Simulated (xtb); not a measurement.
Here is a job for xtb.
```
$ xtb mol.xyz --gfn 2 --chrg 1 --opt vtight --json

# file mol.xyz
5

B      0.73438739    -0.06297950     0.27022217
N     -0.49809085     0.02068006    -0.16713939
H      1.77944581    -0.15689369     0.73378145
H     -0.90564590     0.93622014    -0.36592040
H     -1.11937851    -0.69230633    -0.41198028
```

Question: What does this run give for the total energy at the end of the optimisation, HOMO-LUMO gap?

Answer: 
The total energy at the end of the optimisation is -5.2065 Eh and the HOMO-LUMO gap is 5.18 eV.
